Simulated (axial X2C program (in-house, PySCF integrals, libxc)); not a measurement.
NbH⁺: from Re and ωe to a spectrum

A bond curve at the PBE0 level, with spin–orbit coupling, was computed with an in-house relativistic program for diatomic molecules (basis Nb dyall-cv3z [11s12p9d5f3g], H dyall-v3z [6s2p1d] (cores contracted in-house)) for the state Ω = 1/2 (⟨Sz⟩ = -1.50, ⟨Lz⟩ = 2.00 at PBE0). Its fit gives Re = 1.7195 Å, ωe = 1865.3 cm⁻¹, ωexe = 25.2 cm⁻¹ and αe = 1.241e-01 cm⁻¹; the masses are 92.9064 and 1.0078 u. Two-component means X2C with spin–orbit coupling and atomic mean-field Coulomb and Gaunt terms.

Find the reduced mass, Be and the force constant.

From the PBE0 values: μ = 0.9970 u. Be = 16.8576/(μ Re²) = 5.719 cm⁻¹. k = 5.8918×10⁻⁷ μ ωe² = 2.04 mdyn/Å.

A Morse curve ties αe to the other constants (Pekeris). How well does that hold?

αe(Morse) = 6Be²/ωe × (√(ωexe/Be) − 1) = 1.156e-01 cm⁻¹; the PBE0 curve gives 1.241e-01 cm⁻¹, a ratio of 0.93.

Estimate the centrifugal constant by the Kratzer relation.

D = 4Be³/ωe² = 2.15e-04 cm⁻¹.

Where do the fundamental and the first overtone lie?

ν(1←0) = ωe − 2ωexe = 1814.9 cm⁻¹; ν(2←0) = 2ωe − 6ωexe = 3579.4 cm⁻¹.

Scale the constants to the deuteride (D 2.0141 u) within the Born–Oppenheimer picture.

ρ = √(μH/μD) = 0.7111; ωe = 1326.5, ωexe = 12.7, Be = 2.892 cm⁻¹; the zero-point energy falls by 266 cm⁻¹.

The state is one determinant whose occupation by symmetry is held fixed; it was picked as the lowest of a PBE0 search that is not exhaustive. Density functionals use the spin component along the axis (collinear). PBE0 can misorder states that lie within some tenths of an eV, so this need not be the ground state of the molecule. The nearest other 2c determinant of the search, Ω = 1/2, lies 0.12 eV up at the distance of the search. Without a current term, density functionals place determinants with orbital angular momentum somewhat too high. With several unpaired electrons one determinant need not be a pure state.
